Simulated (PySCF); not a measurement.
How the method moves the HOMO and LUMO of `PBC1CC1`

C3H8BP.
Atom-mapped SMILES: `[PH2:1][BH:2][CH:3]1[CH2:4][CH2:5]1` (hydrogens: H6, H7 on P1; H8 on B2; H9 on C3; H10, H11 on C4; H12, H13 on C5)

Structure used (PBE0-D3(BJ)/def2-SVP), in Å, numbered top down from 1:
```xyz
13
C3H8BP angstrom
P      3.007   -0.734   -0.331
B      1.275   -0.013   -0.555
C      0.095   -0.329    0.376
C     -1.299   -0.469   -0.228
C     -0.973    0.757    0.526
H      3.822    0.372   -0.695
H      3.177   -0.665    1.080
H      1.068    0.628   -1.564
H      0.263   -0.925    1.279
H     -1.387   -0.409   -1.316
H     -1.955   -1.209    0.237
H     -1.393    0.885    1.527
H     -0.828    1.690   -0.023
```

Basis pcSseg-2 throughout (PySCF), one geometry. One conformer (not necessarily the lowest) at the PBE0-D3(BJ)/def2-SVP geometry, without solvent, vibrations or thermal averaging.

Task: How do the orbital energies, the gap and the dipole change with the method?

Result: 
```
   method                    kind  HOMO (eV)  LUMO (eV)  gap (eV)  μ (D)  SCF cycles
     BLYP                     GGA      -5.91      -1.93      3.97   1.41          15
    B97-D                     GGA      -6.00      -1.92      4.09   1.46          14
     OPBE                     GGA      -6.05      -1.97      4.08   1.50          14
      PBE                     GGA      -6.07      -2.10      3.97   1.45          14
      KT2                     GGA      -6.10      -2.09      4.00   1.43          15
      KT3                     GGA      -6.10      -2.03      4.07   1.42          14
     BP86                     GGA      -6.15      -2.16      3.99   1.46          14
      LDA                     LDA      -6.18      -2.31      3.87   1.43          15
    B97-2           global hybrid      -6.89      -1.19      5.71   1.48          12
    B3LYP           global hybrid      -6.92      -1.39      5.54   1.43          12
     PBE0           global hybrid      -7.13      -1.20      5.93   1.48          12
 mPW1PW91           global hybrid      -7.15      -1.20      5.96   1.48          12
BHandHLYP           global hybrid      -8.08      -0.20      7.88   1.48          12
CAM-B3LYP  range-separated hybrid      -8.40      -0.13      8.27   1.46          12
  wB97X-D  range-separated hybrid      -8.95       0.60      9.55   1.52          13
       HF            Hartree–Fock      -9.57       2.10     11.67   1.59          11
  LC-wPBE  range-separated hybrid      -9.74       0.96     10.70   1.54          12
```

The HOMO spans 3.84 eV, from BLYP down to LC-wPBE, and the gap runs from 3.87 eV (LDA) to 11.67 eV (HF). Over the methods BLYP (0 %), B97-D (0 %), OPBE (0 %), PBE (0 %), KT2 (0 %), KT3 (0 %), BP86 (0 %), LDA (0 %), B97-2 (21 %), B3LYP (20 %), PBE0 (25 %), mPW1PW91 (25 %), BHandHLYP (50 %), HF (100 %), a straight line through the gap against the share of exact exchange rises by 0.77 eV for each 10 % (correlation coefficient 1.000). The dipole ranges from 1.41 D (BLYP) to 1.59 D (HF). This basis has no diffuse functions.
